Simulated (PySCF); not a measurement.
C₃H₁₁FSi₂. Atoms are numbered in the order given.

```xyz
17

C     -1.9816     0.8674    -0.4797
C     -1.3633    -0.5029    -0.7942
C     -1.5885    -1.5022     0.3513
Si     0.4924    -0.3478    -1.2011
Si     1.5737     0.7461     0.5819
F      0.8506     0.2591     1.9767
H     -3.0702     0.7807    -0.3231
H     -1.5561     1.2915     0.4457
H     -1.8187     1.5963    -1.2900
H     -1.8388    -0.8998    -1.7104
H     -1.0807    -1.1688     1.2703
H     -1.2078    -2.5054     0.1022
H     -2.6636    -1.6006     0.5797
H      1.0997    -1.6965    -1.4155
H      0.7091     0.4652    -2.4387
H      1.4208     2.2284     0.5031
H      3.0265     0.4261     0.6904
```
Charge 0, spin multiplicity 1.

Geometry optimised at B3LYP-D3(BJ)/def2-SVP. This is a generated structure with no PubChem entry under its InChIKey; it may be hypothetical. Other conformers were not sampled.

Method: PBE0/pcSseg-1 (PySCF).

GIAO shieldings, no solvent; atoms listed in one row are averaged. δ = σ(ref) − σ: ¹³C against TMS (σ = 186.3 ppm); ²⁹Si against TMS (σ = 352.7 ppm); ¹⁹F against CFCl3 (σ = 167.2 ppm); ¹H against TMS (σ = 31.56 ppm), references at their B3LYP-D3(BJ)/def2-TZVP geometries, non-relativistic.

Question: Estimate the chemical shifts. (The exact figures need the calculation; the answer reports its results.)

Answer: 
```
nucleus                      atoms  count  δ (ppm)
-------  -------------------------  -----  -------
¹³C                         C1, C3      2     23.5
¹³C                             C2      1     15.9
²⁹Si                           Si5      1     15.1
²⁹Si                           Si4      1    -60.1
¹⁹F                             F6      1   -270.1
¹H                             H16      1     6.06
¹H                             H17      1     5.97
¹H                             H14      1     4.14
¹H                             H15      1     3.95
¹H       H7, H8, H9, H11, H12, H13      6     1.57
¹H                             H10      1     1.57
```
